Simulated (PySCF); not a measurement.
1-propylnaphthalene, C13H14.
SMILES: `C(c1c2c(ccc1)cccc2)CC`

Torsions of this conformer, `[CH3:1][CH2:2][CH2:3][c:4]1[cH:5][cH:6][cH:7][c:8]2[cH:9][cH:10][cH:11][cH:12][c:13]12`: C1–C2–C3–C4 179°, C2–C3–C4–C5 99°.

The closed-shell ground state was solved at several levels (PySCF, density fitting, gas phase, non-relativistic). One conformer (not necessarily the lowest) at the PBE0-D3(BJ)/def2-SVP geometry, without solvent, vibrations or thermal averaging.

```
          level  basis functions  total energy (Eh)  HOMO (eV)  LUMO (eV)  gap (eV)  dipole (D)
  PBE0/pcSseg-1              291          -503.1599      -6.22      -1.19      5.03        0.42
B3LYP/def2-SVPD              372          -503.5005      -6.00      -1.36      4.64        0.39
```

(1) What might B3LYP/pcJ-1 (491 basis functions) give for the same quantities?

(2) Over all these levels, which gives the widest orbital gap and which the narrowest?

(3) How far do the dipole and the HOMO energy spread over the levels?

## Answers

(1) Total energy -503.8581 Eh, HOMO -5.99 eV, LUMO -1.32 eV, gap 4.67 eV, dipole 0.37 D.

(2) PBE0/pcSseg-1 (global hybrid, 25 % exact exchange) has the widest, 5.03 eV, and B3LYP/def2-SVPD (global hybrid, 20 % exact exchange) the narrowest, 4.64 eV. Functional and basis both differ between the two, so the spread mixes both effects.

(3) The dipole runs from 0.37 to 0.42 D (mean 0.40 D) and the HOMO from -6.22 to -5.99 eV.
